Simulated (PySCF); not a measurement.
## AuSI, triplet: computed properties

These are results of PySCF, UB3LYP, basis Au def2-SVP with ECP60, S def2-SVP, I def2-SVP with ECP28 (scalar-relativistic core potentials, no spin–orbit coupling, density fitting), not measurements.

The structure is a minimum.

Z-matrix (Å, degrees; charge 0 multiplicity 3):
```
Au
S  1 2.2269
I  1 2.5773 2 180.00
```

* Point group: C∞v
* Bond lengths: Au–I 2.577 Å, Au–S 2.227 Å
* Bond angles: I–Au–S 180.0°
* Principal polarisabilities: 46.2, 46.2, 201.7 bohr³
* Zero-point energy: 4.3 kJ/mol
* Spin squared ⟨S²⟩: 2.008
* Dipole moment: 1.50 D
* Rotational symmetry number: 1
* Entropy at 298.15 K and 1 bar (electronic part: spin only): 324.0 J/(mol K)
* Principal quadrupole moments (Buckingham, traceless) about the centre of mass: -1.27, -1.27, 2.53 D Å
* Rotational constants: 0.02062 cm⁻¹
* Heat capacity Cp at 298.15 K: 59.7 J/(mol K)
* Highest occupied level (β): -7.28 eV
* Lowest empty level (β): -5.38 eV
* Enthalpy at 298.15 K above 0 K: 15.19 kJ/mol
* Atomisation energy without zero-point energy: 426 kJ/mol

Harmonic modes (masses in u: Au 196.967, S 31.972, I 126.904):
| symmetry | ω (cm⁻¹) | IR (km/mol, summed over degenerate members) | μ (u) |
| --- | --- | --- | --- |
| π | 73 | 0.0 | 49.18 |
| σ+ | 192 | 5.6 | 117.11 |
| σ+ | 378 | 0.7 | 36.68 |

In C∞v the vibrations span π + 2σ+.

Charges (e):
| atom | Mulliken | Löwdin | polar tensor | spin (Mulliken) | Mayer order to Au1 |
| --- | --- | --- | --- | --- | --- |
| Au1 | 0.06 | -0.39 | 0.18 | 0.20 | – |
| S2 | 0.03 | 0.28 | 0.11 | 1.49 | 1.15 |
| I3 | -0.09 | 0.11 | -0.29 | 0.31 | 0.96 |
Other Mayer orders above 0.3: S–I 0.49.

Mulliken populations on Au1 (electrons outside its core potential): s 3.09, p 6.28, d 9.56, f 0.01.

Outer orbital energies (eV). α occupied: -9.91, -9.91, -8.85, -8.85, -8.71, -8.60, -7.37, -7.37; empty: -1.14, 0.06, 0.06, 2.02. β occupied: -10.66, -10.66, -9.75, -9.75, -8.59, -8.34, -7.28, -7.28; empty: -5.38, -5.38, -0.87, 0.20.

Formally Au is in oxidation state +3, d8, with 2 unpaired electrons (the high-spin count). The Mulliken spin on Au is 0.20, so most of the spin sits on the ligands and the formal count fails. The polar-tensor charge on Au, 0.18, is far below the formal one.

Other isomers or separated fragments may lie lower. Other spin states or occupations of the open shell can lie lower. With an element this heavy the missing spin–orbit coupling can shift these numbers.

The final relaxation and frequency run took 59 s on 2 threads of a shared Arm Neoverse N1 host, with 76 basis functions and 9 gradients; the process peaked at 0.76 GiB.
